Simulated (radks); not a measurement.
The numbers below are computed, except where a source is named.
Task: All-electron atom: Kr15+ in [Ar] 3d3. Level of theory: Dirac Kohn-Sham, exchange-only LDA, spin-unpolarised, spherical densities, finite nucleus; open shells are shared between the two j in proportion to 2j + 1; Fermi nuclear charge, rms radius 4.1884 fm (a radial shooting solver on a logarithmic mesh with Libxc functionals).

Spin-orbit splittings of the eigenvalues, e(l+1/2) - e(l-1/2), with zeta = 2 splitting/(2l+1) and mean radii in bohr:

shell  occ.  splitting (eV)  zeta (eV)  <r> j=l-1/2  <r> j=l+1/2
2p        6           53.93      35.96       0.1569       0.1608
3p        6           10.05      6.701       0.4804       0.4878
3d        3               ?          ?       0.4502       0.4524
4p        0           2.978      1.985        1.038        1.049

Estimate the 3d splitting.

Result: 1.952 eV (zeta = 0.7808 eV).
